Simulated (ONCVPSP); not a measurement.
# Before and after: ONCV potential for cobalt (Co)

```
Element                 : Co (Z = 27)
Generator               : ONCVPSP 4.0.1
Type                    : optimised norm-conserving Vanderbilt (ONCV)
Functional              : PBEsol
Relativity              : scalar-relativistic
Frozen core             : [Ne]
Valence charge          : 17
Reference configuration : 3s2 3p6 3d7 4s1 (charge +1)
Partial waves           : 3s+4s: rc 1.20 bohr, ncon 4, nbas 8, qcut 8.5 1/bohr, 2 projectors; 3p: rc 1.05 bohr, ncon 3, nbas 6, qcut 12.3 1/bohr, 1 projector; 3d: rc 1.00 bohr, ncon 4, nbas 8, qcut 14.4 1/bohr, 2 projectors, debl 2.2 Ha
Local potential         : polynomial inside 0.85 bohr (lpopt 5, dvloc0 0 Ha)
Core correction         : none
```

All-electron outer shells of the reference configuration (PBEsol, scalar-relativistic, ld1.x):

```tsv
shell	level (eV)	outermost node (bohr)	outermost maximum (bohr)
2p	-778.15	–	0.17
3s	-110.96	0.31	0.67
3p	-74.35	0.28	0.68
3d	-16.99	–	0.66
4s	-12.76	0.96	2.21
```

Change: p: qcut 18.2.

Cutoffs: the cutoffs (Ha) at which the residual kinetic energy of the hardest occupied pseudo-wave falls to 1 and 0.1 mHa per electron; they do not see the model core or the augmentation charge, which bear on the density cutoff. Errors are all-electron minus pseudo energies relative to the spin-unpolarised reference configuration.

Question: What does the change do?

Answer: The potential gets neither clearly harder nor softer (86 Ha and 96 Ha → 86 Ha and 96 Ha); the d channel sets the loose cutoff, while the largest relative change is in p, which becomes harder; of the 4 tests that both files solve, the error grows in 1 and shrinks in 1 by more than 15 % and 0.3 meV (median size 0.8 → 1.1 meV); neither file shows a bound ghost.

| quantity | base | changed |
| --- | --- | --- |
| cutoff, loose | 86 Ha | 86 Ha |
| cutoff, tight | 96 Ha | 96 Ha |
| loose cutoff by channel | s 29 Ha, p 37 Ha, d 86 Ha | s 29 Ha, p 59 Ha, d 86 Ha |
| bound ghosts | none | none |
| GHOST(+) flags under 300 eV | none | none |
| error for 3s2 3p6 3d7 4s2, meV [ΔE -9.05 eV] | +1.3 | +1.3 |
| error for 3s2 3p6 3d7 4s0, meV [ΔE 16.70 eV] | -0.1 | 0.0 |
| error for 3s2 3p6 3d6 4s0, meV [ΔE 52.53 eV] | -0.3 | -0.9 |
| error for 3s2 3p6 3d6 4s2 4p1, meV [ΔE 0.65 eV] | +37 | +30 |
| s: phases at 1.22 bohr within 0.05 rad from the reference energy up to (Ha; the scan ends near 5) | to the end of the scan | to the end of the scan |
| p: phases at 1.06 bohr within 0.05 rad from the reference energy up to (Ha; the scan ends near 5) | 3.8 | 4.2 |
| d: phases at 1.01 bohr within 0.05 rad from the reference energy up to (Ha; the scan ends near 5) | to the end of the scan | to the end of the scan |
